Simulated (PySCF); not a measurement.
**How does the mean 1H shielding change from PBE0/STO-3G to PBE0/6-31G?**

All runs: PySCF with density fitting, gas phase, non-relativistic, closed shells, each molecule at its own PBE0-D3(BJ)/def2-SVP geometry. Shieldings use GIAOs. All basis functions are spherical. Basis functions per molecule: 40–48 in STO-3G, 67–78 in 6-31G.

Mean 1H shielding (ppm):

```json
{"molecule": "FCC/C=N/[SiH3]", "PBE0/STO-3G": "29.58", "PBE0/6-31G": "27.68"}
{"molecule": "FCC/C=N\\[SiH3]", "PBE0/STO-3G": "29.61", "PBE0/6-31G": "27.70"}
{"molecule": "F[Si@H]1CCCN1", "PBE0/STO-3G": "31.70", "PBE0/6-31G": "30.43"}
{"molecule": "CSBOC(F)F", "PBE0/STO-3G": "30.21", "PBE0/6-31G": "28.79"}
{"molecule": "CS[SiH2]CF", "PBE0/STO-3G": "31.27", "PBE0/6-31G": "?"}
{"molecule": "C#C[Si@@H](O)S[SiH3]", "PBE0/STO-3G": "31.22", "PBE0/6-31G": "28.95"}
{"molecule": "C=C(CF)[SiH2]N", "PBE0/STO-3G": "30.45", "PBE0/6-31G": "28.66"}
```

What should PBE0/6-31G give for `CS[SiH2]CF`?

The basis change moves the other 6 molecules by -1.76 ppm on average (standard deviation 0.36), which puts `CS[SiH2]CF` at 31.27 − 1.76 = 29.51 ppm. A straight line through the pairs, y = 1.105x − 4.96, gives 29.59 ppm. The run gave 29.16 ppm: the mean change misses by 0.35, the line by 0.43 ppm.

Which of the two rules would one have trusted beforehand?

Leaving out each listed molecule in turn and predicting it from the rest, the mean change misses by 0.332 ppm on average and the line by 0.399; so the mean change, and for `CS[SiH2]CF` it was the closer one.

How even is the effect, and which conclusions about the order would change?

Among the 6 molecules with both values given it runs from -2.27 ppm for `C#C[Si@@H](O)S[SiH3]` to -1.27 ppm for `F[Si@H]1CCCN1`; `CS[SiH2]CF` moves by -2.11 ppm, inside this range. The change is of one sign for all of them. Of the 15 pairs among the 6, 1 changes order, the widest-spaced at PBE0/STO-3G being `CSBOC(F)F` and `C=C(CF)[SiH2]N`, 0.24 ppm apart there.

Neither level serves as a reference here, and other classes of molecule may behave otherwise.
